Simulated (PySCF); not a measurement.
Ionisation energy of Kr²⁺ by level of theory

Kr²⁺ [Ar] 3d10 4s2 4p4 (3P) → Kr³⁺ [Ar] 3d10 4s2 4p3 (4S), as a difference of total energies. All numbers are calculated (PySCF 2.14, the spin-free X2C one-electron Hamiltonian (Gaussian nucleus), in aug-cc-pVDZ-DK (6s5p3d, 36 functions)). Correlated levels: valence: [Ar] 3d10 frozen. The calculations carry no spin-orbit coupling.

| method | ionisation energy (eV) |
| --- | --- |
| UHF | 34.230 |
| LDA | 35.783 |
| B3LYP | 35.681 |
| MP2 (valence) | 34.653 |
| SCS-MP2 (valence) | 34.664 |
| CCSD (valence) | 34.677 |
| CCSD(T) (valence) | 34.687 |

Q: How much does correlation contribute at CCSD(T) (valence)?

A: 34.687 − (34.230) = 0.457 eV, measured against UHF.

The reference lies between the lowest fine-structure levels, while these numbers refer to the centres of the terms.

Errors of the correlated levels include the incompleteness of this basis and the frozen core.

For comparison: 35.838 ± 0.02 eV (measured; NIST Atomic Spectra Database, ionization energies).
